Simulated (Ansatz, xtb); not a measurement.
**Relative energy of two isomers of C3H7NOSi2**

Structure a is `C=C[SiH2]O[SiH2]C#N`, a singlet and structure b is `N#C[Si@@H]1CC[SiH2]O1`, a singlet. Both are isolated molecules in the gas phase, relaxed with B3LYP-D3(BJ)/def2-SVP; the shapes shown needn't be the lowest conformers.

a (Å):

```xyz
14

C    -2.0846    1.8570   -1.2834
C    -1.5956    1.6651   -2.5162
C     0.4156    0.3538    1.1609
N    -0.0460    0.9730    2.0277
O     0.1350   -0.4416   -1.5571
Si   -0.3076    0.3905   -2.9403
Si    1.1203   -0.6326   -0.2616
H    -1.7523    1.2643   -0.4254
H    -2.8401    2.6219   -1.0720
H    -1.9731    2.2981   -3.3318
H    -0.8268   -0.6071   -3.9155
H     0.9079    1.0357   -3.5201
H     1.1445   -2.0489    0.1678
H     2.4856   -0.1056   -0.5101
```

b (Å):

| atom | x (Å) | y (Å) | z (Å) |
| --- | --- | --- | --- |
| C | -0.4965 | 2.6869 | 1.5258 |
| C | -0.2470 | 0.9827 | -1.0201 |
| C | -1.5119 | 0.0840 | -0.8993 |
| N | -1.0640 | 3.5945 | 1.9759 |
| O | -0.1443 | -0.1695 | 1.4736 |
| Si | 0.3823 | 1.2353 | 0.7435 |
| Si | -1.2294 | -1.1017 | 0.5647 |
| H | 1.8340 | 1.4517 | 0.9318 |
| H | 0.5458 | 0.4576 | -1.5817 |
| H | -0.4488 | 1.9227 | -1.5574 |
| H | -1.7393 | -0.4327 | -1.8453 |
| H | -2.3909 | 0.7074 | -0.6607 |
| H | -0.5742 | -2.3808 | 0.1726 |
| H | -2.4556 | -1.3881 | 1.3539 |

Problem. Which of the two would you expect CCSD(T)/def2-SVP + ΔMP2/def2-TZVPP electronic energies to favour?

Solution. Structure b; the calculation gives E(b) − E(a) = −0.971 eV.

The same difference at several levels:

```
                             level               geometry  E(b) − E(a) (eV)  departure from the last row (eV)  job, with rough time for the two
                          GFN2-xTB               GFN2-xTB              −0.585                            +0.386              optimisation, 0.41 s
                         HF/STO-3G               GFN2-xTB              −2.462                            −1.491               single point, 0.4 s
                r2SCAN-D4/def2-SVP               GFN2-xTB              −1.125                            −0.154               single point, 4.1 s
             B3LYP-D3(BJ)/def2-SVP  B3LYP-D3(BJ)/def2-SVP              −0.940                            +0.031             optimisation, 1.8 min
                       HF/def2-SVP  B3LYP-D3(BJ)/def2-SVP              −0.683                            +0.288           part of the CCSD(T) run
                      MP2/def2-SVP  B3LYP-D3(BJ)/def2-SVP              −1.055                            −0.084           part of the CCSD(T) run
                  CCSD(T)/def2-SVP  B3LYP-D3(BJ)/def2-SVP              −0.915                            +0.056                      single point
CCSD(T)/def2-SVP + ΔMP2/def2-TZVPP  B3LYP-D3(BJ)/def2-SVP              −0.971                                                  single point, 65 s
```

As drawn, b has 1 C–Si, 1 C–C, 1 C–H in place of 1 C=C, 1 Si–H. Structure a has no ring, b a 5-membered ring.

None of the levels shown reverses the order. The largest departure from CCSD(T)/def2-SVP + ΔMP2/def2-TZVPP is that of HF/STO-3G, 1.491 eV. A small imaginary or near-zero mode remains, so no thermal terms are given. The last row adds to CCSD(T) the change of the MP2 difference between the two basis sets, here −0.056 eV.

The correlated steps freeze 15 core orbitals. Codes used: Ansatz 0.2.0, xtb 6.7.1; the last row on 4 threads of Arm Neoverse V1 on a shared host.
